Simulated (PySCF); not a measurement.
B₂BiO, SMILES O=B[B-]#[Bi], charge -1.

Coordinates come from a PBE0-D3(BJ)/def2-SVPD optimisation. The def2 effective core potentials stand for the cores of Bi; spin–orbit coupling is left out.

Two levels are set side by side: PBE/def2-TZVPD (PySCF) and B3LYP/def2-TZVPD (PySCF). Same geometry, gas phase. Differences are taken from unrounded values.

```csv
quantity,B3LYP,PBE,PBE minus B3LYP
orbital gap (eV),3.38,2.32,-1.07
highest occupied level (eV),-1.01,-0.43,0.59
lowest empty level (eV),2.37,1.89,-0.48
mean polarisability (bohr³),126.9,129.9,2.9
```

Without exact exchange PBE keeps part of each electron's self-repulsion, which lifts occupied levels and narrows the gap. Differences between two approximate levels are no errors against the true value.

Rough cost on one machine, each run with all the roots and properties that it gave: B3LYP against PBE within a factor of 2.
